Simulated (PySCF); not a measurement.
iodomethane (CH₃I), SMILES CI.

The structure is a stationary point at B3LYP-D3(BJ)/def2-TZVP. The def2 effective core potentials stand for the cores of I; spin–orbit coupling is left out.

Computed with HF/def2-TZVPD (PySCF).

Isolated molecule, no solvent.

Q: Estimate the frontier levels, gap, dipole moment and polarisability. (An estimate is asked for; the answer gives what the named calculation found.)

A: 
```json
{
 "highest_occupied_level": "-9.84 eV",
 "lowest_empty_level": "1.14 eV",
 "orbital_gap": "10.99 eV",
 "dipole_moment": "2.00 D",
 "quadrupole, principal values (traceless, Buckingham form, about the centre of nuclear charge)": "-2.77, -2.77, 5.54 D·Å",
 "mean_static_polarisability": "48.9 bohr³ (7.25 Å³)",
 "polarisability_principal_values": "42.8, 42.8, 61.2 bohr³"
}
```
